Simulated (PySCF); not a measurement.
[HfI3]+, singlet: computed properties

Computed with PySCF, PBE0, basis Hf def2-SVP with ECP60, I def2-SVP with ECP28 (scalar-relativistic core potentials, no spin–orbit coupling, density fitting).

The structure is a minimum.

| Property | Result |
| --- | --- |
| Point group | C3v |
| Bond lengths | Hf–I 2.618 Å (×3) |
| Bond angles | I–Hf–I 108.7° (×3) |
| Zero-point energy | 5.1 kJ/mol |
| Principal polarisabilities | 79.5, 149.4, 149.4 bohr³ |
| Highest occupied level | -12.16 eV |
| Rotational constants | 0.0135, 0.0135, 0.007339 cm⁻¹ |
| Lowest empty level | -8.27 eV |
| Heat capacity Cp at 298.15 K | 80.6 J/(mol K) |
| Entropy at 298.15 K and 1 bar | 400.5 J/(mol K) |
| Dipole moment about the centre of mass | 3.47 D |
| Rotational symmetry number | 3 |
| Enthalpy at 298.15 K above 0 K | 20.49 kJ/mol |
| Principal quadrupole moments (Buckingham, traceless) about the centre of mass | -0.37, 0.19, 0.19 D Å |

Harmonic modes (masses in u: Hf 179.947, I 126.904):
| symmetry | ω (cm⁻¹) | IR (km/mol, summed over degenerate members) | type |
| --- | --- | --- | --- |
| a1 | 52 | 1.9 | bend |
| e | 57 | 0.1 | bend |
| a1 | 206 | 2.3 | stretch |
| e | 239 | 66.6 | stretch |

In C3v the vibrations span 2a1 + 2e.

Charges (e):
```
  atom  Mulliken  Löwdin  polar tensor  Mayer order to Hf1
   Hf1      0.86   -0.38          1.79                   –
I2,3,4      0.05    0.46         -0.26                1.57
```

Mulliken populations on Hf1 (electrons outside its core potential): s 2.56, p 6.21, d 2.30, f 0.08.

Formally Hf is in oxidation state +4, d0. A d0 centre has no lone pair, yet it is C3v rather than trigonal planar: covalent bonding through the d orbitals favours lower symmetry. The polar-tensor charge on Hf, 1.79, is far below the formal one.

Stability towards spin polarisation was not tested. Other isomers or separated fragments may lie lower. Spin–orbit coupling, left out here, can matter for elements this heavy.

The final relaxation and frequency run took about 6 core-minutes on a shared host.
